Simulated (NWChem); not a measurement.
Everything below was run with NWChem. System: C$_{3}$H$_{2}$FNS, charge 0, spin multiplicity 1, displaced from the optimised geometry. The structure started from a generated list of species.

Input file:

```
start mol
memory heap 200 mb stack 800 mb global 1000 mb
geometry units angstroms nocenter noautoz
  F     -2.168506    -0.122160     0.000000
  C     -0.837434     0.124118     0.000000
  C     -0.194252     1.374732     0.000000
  N      1.203299     1.305850     0.000000
  C      1.629522     0.043752     0.000000
  S      0.345641    -1.211650     0.000000
  H     -0.731358     2.358574     0.000000
  H      2.707544    -0.269293     0.000000
  symmetry group Cs
end
basis spherical
  * library def2-svp
end
dft
  xc becke88 perdew86
  semidirect memsize 60000000 filesize 0
  iterations 100
  convergence nodiis damp 40
end
task dft gradient
```

The output up to the point where the run's verdict is printed (cleaned and shortened):

```
             Northwest Computational Chemistry Package (NWChem) 7.3.0
             --------------------------------------------------------

                                NWChem Input Module
                                -------------------

 Scaling coordinates for geometry "geometry" by  1.889725989
 (inverse scale =  0.529177249)

 Turning off AUTOSYM since
 SYMMETRY directive was detected!

                             Geometry "geometry" -> ""
                             -------------------------

 Output coordinates in angstroms (scale by  1.889725989 to convert to a.u.)

  No.       Tag          Charge          X              Y              Z
 ---- ---------------- ---------- -------------- -------------- --------------
    1 F                    9.0000    -2.16850600    -0.12216000     0.00000000
    2 C                    6.0000    -0.83743400     0.12411800     0.00000000
    3 C                    6.0000    -0.19425200     1.37473200     0.00000000
    4 N                    7.0000     1.20329900     1.30585000     0.00000000
    5 C                    6.0000     1.62952200     0.04375200     0.00000000
    6 S                   16.0000     0.34564100    -1.21165000     0.00000000
    7 H                    1.0000    -0.73135800     2.35857400     0.00000000
    8 H                    1.0000     2.70754400    -0.26929300     0.00000000

 Effective nuclear repulsion energy (a.u.)     268.6678926061

            Nuclear Dipole moment (a.u.)
            ----------------------------
        X                 Y               Z
 ---------------- ---------------- ----------------
    -0.0000056692     0.0000056692     0.0000000000

      Symmetry information
      --------------------

 Group name             Cs
 Group number              2
 Group order               2
 No. of unique centers     8

      Symmetry unique atoms

     1    2    3    4    5    6    7    8


 Summary of "ao basis" -> "" (spherical)
 ------------------------------------------------------------------------------
       Tag                 Description            Shells   Functions and Types
[...]
 d= 0,ls=0.0         52   -549.7750819375 -9.34D+01  4.52D-01              17.6
 d= 0,ls=0.0         53   -456.3494072681  9.34D+01  4.52D-01              17.9
 d= 0,ls=0.0         54   -549.7750819375 -9.34D+01  4.52D-01              18.1
 d= 0,ls=0.0         55   -456.3494072681  9.34D+01  4.52D-01              18.5
 d= 0,ls=0.0         56   -549.7750819375 -9.34D+01  4.52D-01              18.7
 d= 0,ls=0.0         57   -456.3494072681  9.34D+01  4.52D-01              19.0
 d= 0,ls=0.0         58   -549.7750819375 -9.34D+01  4.52D-01              19.3
 d= 0,ls=0.0         59   -456.3494072681  9.34D+01  4.52D-01              19.5
 d= 0,ls=0.0         60   -549.7750819375 -9.34D+01  4.52D-01              19.9
 d= 0,ls=0.0         61   -456.3494072681  9.34D+01  4.52D-01              20.1
 d= 0,ls=0.0         62   -549.7750819375 -9.34D+01  4.52D-01              20.4
 d= 0,ls=0.0         63   -456.3494072681  9.34D+01  4.52D-01              20.7
 d= 0,ls=0.0         64   -549.7750819375 -9.34D+01  4.52D-01              21.0
 d= 0,ls=0.0         65   -456.3494072681  9.34D+01  4.52D-01              21.3
 d= 0,ls=0.0         66   -549.7750819375 -9.34D+01  4.52D-01              21.6
 d= 0,ls=0.0         67   -456.3494072681  9.34D+01  4.52D-01              21.8
 d= 0,ls=0.0         68   -549.7750819375 -9.34D+01  4.52D-01              22.1
 d= 0,ls=0.0         69   -456.3494072681  9.34D+01  4.52D-01              22.4
 d= 0,ls=0.0         70   -549.7750819375 -9.34D+01  4.52D-01              22.7
 d= 0,ls=0.0         71   -456.3494072681  9.34D+01  4.52D-01              23.0
 d= 0,ls=0.0         72   -549.7750819375 -9.34D+01  4.52D-01              23.2
 d= 0,ls=0.0         73   -456.3494072681  9.34D+01  4.52D-01              23.6
 d= 0,ls=0.0         74   -549.7750819375 -9.34D+01  4.52D-01              23.9
 d= 0,ls=0.0         75   -456.3494072681  9.34D+01  4.52D-01              24.1
 d= 0,ls=0.0         76   -549.7750819375 -9.34D+01  4.52D-01              24.4
 d= 0,ls=0.0         77   -456.3494072681  9.34D+01  4.52D-01              24.6
 d= 0,ls=0.0         78   -549.7750819375 -9.34D+01  4.52D-01              24.9
 d= 0,ls=0.0         79   -456.3494072681  9.34D+01  4.52D-01              25.2
 d= 0,ls=0.0         80   -549.7750819375 -9.34D+01  4.52D-01              25.6
 d= 0,ls=0.0         81   -456.3494072681  9.34D+01  4.52D-01              25.9
 d= 0,ls=0.0         82   -549.7750819375 -9.34D+01  4.52D-01              26.3
 d= 0,ls=0.0         83   -456.3494072681  9.34D+01  4.52D-01              26.6
 d= 0,ls=0.0         84   -549.7750819375 -9.34D+01  4.52D-01              26.9
 d= 0,ls=0.0         85   -456.3494072681  9.34D+01  4.52D-01              27.2
 d= 0,ls=0.0         86   -549.7750819375 -9.34D+01  4.52D-01              27.6
 d= 0,ls=0.0         87   -456.3494072681  9.34D+01  4.52D-01              27.9
 d= 0,ls=0.0         88   -549.7750819375 -9.34D+01  4.52D-01              28.2
 d= 0,ls=0.0         89   -456.3494072681  9.34D+01  4.52D-01              28.5
 d= 0,ls=0.0         90   -549.7750819375 -9.34D+01  4.52D-01              28.8
 d= 0,ls=0.0         91   -456.3494072681  9.34D+01  4.52D-01              29.2
 d= 0,ls=0.0         92   -549.7750819375 -9.34D+01  4.52D-01              29.5
 d= 0,ls=0.0         93   -456.3494072681  9.34D+01  4.52D-01              29.8
 d= 0,ls=0.0         94   -549.7750819375 -9.34D+01  4.52D-01              30.1
 d= 0,ls=0.0         95   -456.3494072681  9.34D+01  4.52D-01              30.4
 d= 0,ls=0.0         96   -549.7750819375 -9.34D+01  4.52D-01              30.8
 d= 0,ls=0.0         97   -456.3494072681  9.34D+01  4.52D-01              31.0
 d= 0,ls=0.0         98   -549.7750819375 -9.34D+01  4.52D-01              31.3
 d= 0,ls=0.0         99   -456.3494072681  9.34D+01  4.52D-01              31.7
 d= 0,ls=0.0        100   -549.7750819375 -9.34D+01  4.52D-01              31.9
```

Convergence was not reached. The next line reads: Calculation failed to converge. NWChem stopped with the message: dft gradient failed.
